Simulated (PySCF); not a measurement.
C2H8BNO, SMILES COB(C)N.

Geometry optimised at PBE0-D3(BJ)/def2-SVP. One conformer was computed; it need not be the lowest.

Method: PBE0-D3(BJ)/def2-SVP in PySCF.

Frequencies are harmonic and unscaled.

```tsv
mode	ν (cm⁻¹)	IR (km/mol)	moving atoms (share of kinetic energy)
1	66	2.2	H 95 %
2	141	0.1	H 94 %
3	154	3.6	O 36 %, H 32 %, C 27 %
4	238	1.3	C 34 %, H 32 %, N 21 %
5	325	0.1	H 38 %, C 25 %, N 22 %, O 10 %
6	420	141.4	H 84 %, N 11 %
7	471	32.4	H 57 %, B 29 %, N 11 %
8	475	3.4	C 32 %, H 31 %, O 24 %
9	587	3.2	H 74 %, B 17 %
10	762	4.5	C 31 %, H 27 %, N 22 %, O 18 %
11	847	1.1	H 66 %, C 23 %, N 10 %
12	874	6.4	H 57 %, N 19 %, O 15 %
13	897	23.4	H 50 %, B 30 %, C 19 %
14	1142	19.1	C 34 %, O 32 %, H 21 %, B 12 %
15	1179	0.6	H 76 %, C 19 %
16	1206	2.5	H 68 %, C 19 %
17	1270	40.4	H 58 %, B 17 %, C 11 %, O 10 %
18	1374	125.8	H 42 %, B 38 %, C 15 %
19	1393	418.8	B 37 %, H 29 %, O 17 %, C 16 %
20	1434	3.4	H 96 %
21	1447	1.3	H 90 %
22	1476	5.6	H 97 %
23	1479	10.7	H 95 %
24	1500	55.4	H 70 %, B 17 %
25	1602	210.9	H 67 %, N 20 %, B 12 %
26	3003	59.6	H 97 %
27	3056	3.8	H 97 %
28	3076	46.8	H 90 %, C 10 %
29	3139	26.9	H 91 %, C 9 %
30	3145	7.4	H 91 %, C 9 %
31	3158	19.3	H 91 %, C 9 %
32	3651	29.0	H 96 %
33	3757	28.6	H 91 %, N 9 %
```
